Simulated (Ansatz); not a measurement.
Cartesian coordinates in Å:
```
C -1.269 0.314 0.352
C 0.062 0.136 -0.319
O 0.025 0.227 -1.689
Si 1.444 -0.870 0.398
Se 1.545 1.340 0.589
H -1.695 1.299 0.130
H -1.188 0.223 1.434
H -1.962 -0.449 -0.019
H -0.468 1.017 -1.942
H 1.154 -1.675 1.608
H 2.351 -1.563 -0.543
```

Charge 0, multiplicity 1.

Question: List the PBE/def2-TZVPP orbital energies in eV (Ansatz). (Estimate.)

Answer: Computed: Occupied: -12301.70, -1780.08, -1561.67, -1402.46, -1402.43, -1402.37, -511.10, -271.39, -269.23, -204.65, -149.98, -149.90, -149.72, -137.81, -94.58, -94.52, -94.50, -53.09, -53.08, -52.94, -52.87, -52.85, -26.59, -19.28, -17.33, -15.18, -12.86, -12.20, -11.01, -10.83, -9.67, -9.36, -8.76, -7.90, -6.81, -6.08, -5.43. Lowest empty: -1.39, -1.16, -0.06, 0.41, 0.55, 0.73, 1.52, 2.27.
